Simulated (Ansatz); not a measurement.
`[F][AlH][CH2]CCl` at its PBE0-D4/def2-TZVP geometry, where that method's forces vanish. Charge 0, multiplicity 1.

```xyz
10

F    -2.0547   -1.4511    0.6200
Al   -0.8484   -0.6244    1.3894
C     0.4634    0.3131    0.2853
C     0.2522    0.2076   -1.2014
Cl    1.5062    1.0974   -2.1389
H    -0.8413   -0.6501    2.9659
H     1.4565   -0.0673    0.5560
H     0.4672    1.3656    0.5953
H     0.2998   -0.8214   -1.5553
H    -0.7009    0.6305   -1.5162
```

(1) What forces (eV/Å) does r2SCAN-D4/def2-TZVPP give on these atoms in Ansatz? (An estimate is asked.)

Results:

(1) Computed: 
```
F1  -0.012 -0.008 -0.026
Al2  0.010  0.009  0.049
C3  -0.020 -0.018  0.122
C4  -0.232 -0.162  0.069
Cl5  0.217  0.154 -0.175
H6   0.005  0.003 -0.036
H7   0.009  0.018 -0.006
H8   0.019  0.002 -0.006
H9  -0.001  0.006  0.005
H10  0.005 -0.003  0.005
```
